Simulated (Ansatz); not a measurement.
Ansatz (a program for electronic structure) input (MP2/def2-TZVP):

Ansatz 0.2 input:
```yaml
crystal:
  periodic: [false, false, false]
  atoms:
    - {symbol: Ge, position_ang: [-0.00000000, -0.00000000, -1.62366072]}
    - {symbol: Te, position_ang: [0.00000000, 0.00000000, 0.99917583]}
basis:
  gaussian:
    orbitals: def2-TZVP
magnetization: {spin_polarized: true, initial_magnetization: 2}
correlation: {method: mp2, electrons: outside_noble_gas}
relax: {f_tol: 0.003, max_steps: 100}
```

Output:

```
Functional definition: HF
these checks for a lower state are left out or cut short: cluster_reference
integrals: 0.06 GiB planned
851 factors; integrals over basis functions are off by at most 2.4e-4 eV
mean field: 0.40 GiB planned
mean field evaluation 1: about -63736.8957 eV, gradient 9.7e0 eV
mean field evaluation 2: about -63736.8961 eV, gradient 9.7e0 eV
mean field evaluation 4: about -63737.9810 eV, gradient 2.1e0 eV
mean field evaluation 8: about -63738.0593 eV, gradient 1.3e-1 eV
mean field evaluation 16: about -63738.1249 eV, gradient 7.3e-1 eV
mean field evaluation 32: about -63738.7819 eV, gradient 1.1e0 eV
mean field evaluation 64: about -63739.0161 eV, gradient 1.1e0 eV
mean field evaluation 96: about -63738.8053 eV, gradient 1.3e-4 eV
mean field evaluation 128: about -63738.0631 eV, gradient 1.2e-3 eV
mean field -63739.08064100 eV, -2342.3680096562 hartree, gradient 1.8e-6 eV, S^2 2.028599; 16 other end points of the search recorded, 0 dependent functions left out
23 core orbitals not correlated
reference -63739.08064100 eV, -2342.3680096562 hartree; 6, 4 occupied and 69, 71 virtual orbitals, 851 factors
densities: 0.32 GiB planned
second order -4.61357289 eV of doubles, -0.00000000 eV of singles
the calculation of the forces begins
relax step   1: F+E_penalty+E_count = -63743.69421389 eV  Δ(F+E_penalty+E_count) = +0.000e0 eV  max|allowed force component| = 2.063e-1 eV/Å  Δτ_max = 0.0000 Å  (558 SCF iters, accepted)
these checks for a lower state are left out or cut short: starts, cluster_reference, orbital_swaps, neighbouring_geometries, increment
integrals: 0.06 GiB planned
851 factors; integrals over basis functions are off by at most 2.5e-4 eV
mean field: 0.40 GiB planned
mean field -63739.07821810 eV, -2342.3679206163 hartree, gradient 1.4e-6 eV, S^2 2.028576; 0 other end points of the search recorded, 0 dependent functions left out
23 core orbitals not correlated
reference -63739.07821810 eV, -2342.3679206163 hartree; 6, 4 occupied and 69, 71 virtual orbitals, 851 factors
densities: 0.32 GiB planned
second order -4.61812450 eV of doubles, -0.00000000 eV of singles
the calculation of the forces begins
relax step   2: F+E_penalty+E_count = -63743.69634260 eV  Δ(F+E_penalty+E_count) = -2.129e-3 eV  max|allowed force component| = 7.038e-2 eV/Å  Δτ_max = 0.0151 Å  (47 SCF iters, accepted)
these checks for a lower state are left out or cut short: starts, cluster_reference, orbital_swaps, neighbouring_geometries, increment
integrals: 0.06 GiB planned
851 factors; integrals over basis functions are off by at most 2.4e-4 eV
mean field: 0.40 GiB planned
mean field evaluation 160: about -63739.0796 eV, gradient 1.1e-6 eV
mean field -63739.07962789 eV, -2342.3679724250 hartree, gradient 1.1e-6 eV, S^2 2.028580; 0 other end points of the search recorded, 0 dependent functions left out
23 core orbitals not correlated
reference -63739.07962789 eV, -2342.3679724250 hartree; 6, 4 occupied and 69, 71 virtual orbitals, 851 factors
densities: 0.32 GiB planned
second order -4.61697246 eV of doubles, -0.00000000 eV of singles
the calculation of the forces begins
relax step   3: F+E_penalty+E_count = -63743.69660035 eV  Δ(F+E_penalty+E_count) = -2.577e-4 eV  max|allowed force component| = 2.911e-3 eV/Å  Δτ_max = 0.0038 Å  (49 SCF iters, accepted)
these checks for a lower state are left out or cut short: cluster_reference
integrals: 0.06 GiB planned
851 factors; integrals over basis functions are off by at most 2.4e-4 eV
mean field: 0.40 GiB planned
mean field evaluation 192: about -63738.9581 eV, gradient 2.5e0 eV
mean field evaluation 224: about -63738.7653 eV, gradient 2.9e0 eV
mean field evaluation 256: about -63739.0760 eV, gradient 4.6e-1 eV
mean field evaluation 288: about -63738.0817 eV, gradient 2.4e-4 eV
mean field -63739.07962789 eV, -2342.3679724250 hartree, gradient 1.1e-6 eV, S^2 2.028580; 17 other end points of the search recorded, 0 dependent functions left out
23 core orbitals not correlated
reference -63739.07962789 eV, -2342.3679724250 hartree; 6, 4 occupied and 69, 71 virtual orbitals, 851 factors
densities: 0.32 GiB planned
second order -4.61697246 eV of doubles, -0.00000000 eV of singles
the calculation of the forces begins
Total energy: -63743.69660035 eV, -2342.5376430333 hartree
Atom 0 at    -0.000000     0.000000    -1.612406 Å, force     0.000000     0.000000     0.002911 eV/Å
Atom 1 at     0.000000    -0.000000     0.987921 Å, force    -0.000000    -0.000000    -0.002911 eV/Å
Dipole moment:    -0.000000    -0.000000    -0.077321 e Å
Checks for a lower state left out: cluster_reference
```

This is an excited triplet: at this geometry the singlet lies 1.66 eV lower at CCSD(T)/CBS(def2-TZVPPD,def2-QZVPPD).
